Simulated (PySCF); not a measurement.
Computed shifts of a molecule CH8N2OSi, PySCF with PBE/pcSseg-1, GIAO, gas phase, equivalent atoms averaged, in ppm (number of nuclei): ¹³C: 31.7 (1). ¹⁵N: 55.4 (1), 26.9 (1). ²⁹Si: -34.3 (1). ¹H: 5.39 (1), 2.97 (3), 1.62 (1), 0.98 (1), 0.69 (1), 0.41 (1). References: ¹³C against TMS (σ = 182.0 ppm); ¹⁵N against NH3 (σ = 267.0 ppm); ²⁹Si against TMS (σ = 335.4 ppm); ¹⁷O against H2O (σ = 334.3 ppm); ¹H against TMS (σ = 31.49 ppm), references at their B3LYP-D3(BJ)/def2-TZVP geometries, non-relativistic. Geometry optimised at B3LYP-D3(BJ)/def2-SVP. The values are those of a single conformer.

Question: Which molecule gave these data?
(A) CO[SiH](N)N
(B) CN[Si@@H](N)O
(C) C[Si](N)(N)O
(D) NC[Si@@H](N)O

Answer: B, CN[Si@@H](N)O
